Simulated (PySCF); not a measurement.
Delta-SCF ions had no search for a lower state. Excitations are Tamm–Dancoff values on a coarser integration grid. The basis has no diffuse functions, so Rydberg states are missing or too high.

Cartesian coordinates (Å):
```xyz
8

C      1.1221    -0.7901    -1.5567
C      0.5620    -0.1258    -0.7296
C     -0.0988     0.7207     0.2580
N     -0.8920     0.0386     1.1266
O      0.0573     1.9246     0.2868
H      1.6250    -1.3656    -2.2955
H     -1.3802     0.5564     1.8379
H     -0.9954    -0.9588     1.0725
```
Charge 0, spin multiplicity 1.

Q: What S1 excitation (TDA), HOMO and vertical ionisation energy (Delta-SCF) does ωB97X-D3(BJ)/def2-TZVP // B3LYP-D3(BJ)/def2-TZVP (PySCF) give?

A: 
```
Property                                   Result
--------------------------------------  ---------
S1 excitation (TDA)                       5.16 eV
HOMO                                    -10.42 eV
vertical ionisation energy (Delta-SCF)   10.29 eV
```
